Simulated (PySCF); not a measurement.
Compound: C5H7O2 (doublet state).
Z-matrix (Å and degrees, PBE0-D3(BJ)/def2-SVP geometry), rows numbered from 1:
```
C 
C   1  1.5081
O   2  1.2228  1  121.66
C   2  1.4609  1  116.69  3  -179.63
C   4  1.4664  2  127.21  1  -178.77
C   5  1.5016  4  121.07  2    -0.23
O   5  1.2237  4  117.28  2   179.61
H   1  1.1011  2  110.98  3  -126.61
H   1  1.0967  2  109.52  3    -5.11
H   1  1.1020  2  110.08  3   115.16
H   4  1.0945  2  119.18  1     1.23
H   6  1.0968  5  108.42  4   179.05
H   6  1.0994  5  110.76  4    57.44
H   6  1.0994  5  110.74  4   -59.29
```

The hyperfine couplings belong to this conformer and change with its torsions.

Identity: `CC(=O)[CH]C(C)=O` [radical].

Method used: UKS B3LYP, IGLO-III on C O, pcH-1 on H, non-relativistic, mean-field spin-orbit, GIAO in PySCF 2.14.0. One conformer (not necessarily the lowest) at the PBE0-D3(BJ)/def2-SVP geometry, without solvent, vibrations or thermal averaging.

Question: How many α and β electrons are there, and what is ⟨S²⟩ of the pure spin state?

Answer: 53 electrons with 2S = 1: 27 α and 26 β; S(S+1) = 0.75.

Mulliken spin populations, one withheld:

```
atom           bound to  population
  C1    C2, H8, H9, H10     +0.0046
  C2         C1, O3, C4     -0.1100
  O3                 C2     +0.2384
  C4        C2, C5, H11           ?
  C5         C4, C6, O7     -0.1261
  C6  C5, H12, H13, H14     +0.0054
  O7                 C5     +0.2376
  H8                 C1     -0.0012
  H9                 C1     -0.0014
 H10                 C1     -0.0015
 H11                 C4     -0.0380
 H12                 C6     -0.0013
 H13                 C6     -0.0028
 H14                 C6     -0.0029
```

Question: Complete the table.

Answer: 1 − (0.2008) gives +0.799, since all populations sum to 2S.

Question: Sum the populations by element and by sign.

Answer: Carbon +0.57, oxygen +0.48, hydrogen -0.05. The positive populations sum to 1.29, the negative ones to -0.29.

Question: The run gives ⟨S²⟩ = 0.7682. What does that say of the overlap of α and β orbitals, and of the weight of higher spin?

Answer: For a single determinant ⟨S²⟩ = S(S+1) + Nβ − Σ|⟨iα|jβ⟩|², so the squared overlaps of occupied orbitals sum to 26 − 0.0182 = 25.9818. If the quartet state (S + 1) were the only admixture, its weight would be 0.0182/(2S + 2) = 0.61 %. For Kohn–Sham this describes the determinant of the orbitals, not the true wave function.

Question: What Fermi-contact NMR shifts do the couplings of C1/C6, C2/C5, H8 (×6), H11 imply at 250 K (Curie law, g = gₑ)?

Answer: δ = a_FC·h·gₑ μB S(S+1)/(3 g_N μN kT), with k/h = 20836.6 MHz/K:

```tsv
nuclei	isotope	a_FC (MHz)	g_N	contact shift (ppm)
C1/C6	13C	-1.53	1.4048	-192
C2/C5	13C	-32.70	1.4048	-4108
H8 (×6)	1H	-3.19	5.5857	-101
H11	1H	-48.79	5.5857	-1541
```

The shifts go as 1/T: at 300 K they are 0.833 times these. Entries for several nuclei are means.

Nuclei that the bonding pattern makes equivalent are averaged, as if the motion that swaps them (rotation, inversion, ring flip) were fast. The six 1H nuclei of mean -3.2 MHz run from -6.6 to -1.0 MHz in the frozen geometry.

β density exceeds α density at some nuclei, such as C2/C5 (-0.0291), H11 (-0.0109) and C1/C6 (-0.0014), spin density in bohr⁻³. In a single determinant that takes different orbitals for the two spins, that is spin polarisation.
